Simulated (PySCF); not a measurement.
A species of formula C7H11ClOSi has this rotational fingerprint, computed with PBE0/pcSseg-1 in PySCF (dipole) on a GFN2-xTB geometry, gas phase:

- Rotational constants: A = 2178, B = 457.3, C = 397.7 MHz
- Dipole components: |μa| = 0.79 D, |μb| = 2.23 D, |μc| = 0.25 D
- Inertial defect: -66.33 u·Å²
- κ: -0.93

Question: Which candidate fits, each taken in the one conformer that was computed?
A. `[Cl:1][SiH2:2][C:3]1=[C:4]([O:5][CH2:6][CH:7]2[CH2:8][CH2:9]2)[CH2:10]1` with Cl1–Si2–C3–C4 133°, C3–C4–O5–C6 6°, C4–O5–C6–C7 90°, O5–C6–C7–C8 -156°
B. `[CH2:1]=[CH:2][CH2:3][C:4](=[O:5])/[C:6]([Cl:7])=[CH:8]\[SiH2:9][CH3:10]` with C1–C2–C3–C4 113°, C2–C3–C4–O5 -99°, C3–C4–C6–Cl7 4°, C6–C8–Si9–C10 179°
C. `[CH2:1]=[CH:2][O:3]/[CH:4]=[C:5](\[Cl:6])[C:7](=[CH2:8])[SiH2:9][CH3:10]` with C1–C2–O3–C4 -178°, C2–O3–C4–C5 176°, C4–C5–C7–C8 -31°, C5–C7–Si9–C10 87°

Answer: C. It is C=CO/C=C(\Cl)C(=C)[SiH2]C, a near-prolate asymmetric top, point group C1. The candidates at the same level (rigid rotor, commonest isotopes):

| SMILES | A (MHz) | B (MHz) | C (MHz) | μa (D) | μb (D) | μc (D) | Δ (u·Å²) | point group | rotor |
| --- | --- | --- | --- | --- | --- | --- | --- | --- | --- |
| Cl[SiH2]C1=C(OCC2CC2)C1 | 1628 | 482.1 | 407.1 | 3.18 | 1.03 | 0.09 | -117.36 | C1 | asymmetric top |
| C=CCC(=O)/C(Cl)=C\[SiH2]C | 1431 | 578.5 | 449.5 | 1.03 | 0.74 | 0.20 | -102.66 | C1 | asymmetric top |
| C=CO/C=C(\Cl)C(=C)[SiH2]C | 2178 | 457.3 | 397.7 | 0.79 | 2.23 | 0.25 | -66.33 | C1 | near-prolate asymmetric top |

`C=CCC(=O)/C(Cl)=C\[SiH2]C` has A 34 % too low; `Cl[SiH2]C1=C(OCC2CC2)C1` has A 25 % too low. No structure here is proved a minimum.
